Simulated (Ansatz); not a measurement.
Reaction (ligand exchange at the In–C bond): `[InH2][C]1=NC1` + `[SiH3]N[SiH3]` → `[SiH3][N]([SiH3])[InH2]` + `C1=NC1`

Gas-phase electronic energies from Ansatz, PBE0-D4/def2-TZVP geometries. CBS: MP2 limit from def2 TZ/QZ plus the TZ coupled-cluster correction, frozen cores. This one scheme is used for every species. Functionals use def2-TZVPP. Elements past krypton have def2 core potentials. For In outer-core shells are correlated without core-valence functions, which leaves a few kJ/mol of doubt a bond.

CCSD(T)/CBS gives -0.38 eV.

(1) Another level gave -0.22 eV. Which?
A. HF/def2-TZVPP
B. r2SCAN0-D4/def2-TZVPP
C. PBE/def2-TZVPP
D. RPA@PBE/def2-TZVPP

Largest T1 diagnostic among the species: 0.015.

## Answers

(1) C. PBE -0.22, r2SCAN0-D4 -0.27, HF/def2-TZVPP -0.14, RPA@PBE/def2-TZVPP -0.33 eV.

In def2-TZVPP, CCSD(T) changes the Hartree–Fock value by −0.18 eV (the triples alone add −0.03 eV) and MP2 by −0.20 eV. The D4 term adds −0.09 eV with B3LYP and −0.05 eV with PBE0; it sums over pairs of atoms, weighted by their polarisabilities, and B3LYP, whose exchange is more repulsive, gets the larger term. Leaving LDA and LC-ωPBE aside and taking each functional with its dispersion term where it has one, the values, not all of them listed here, spread over 0.04 eV, from B97M-V to CAM-B3LYP-D4. LDA lies −0.08 eV from PBE without D4.

B3LYP here is the variant with VWN-RPA as its local correlation; programs differ in this.
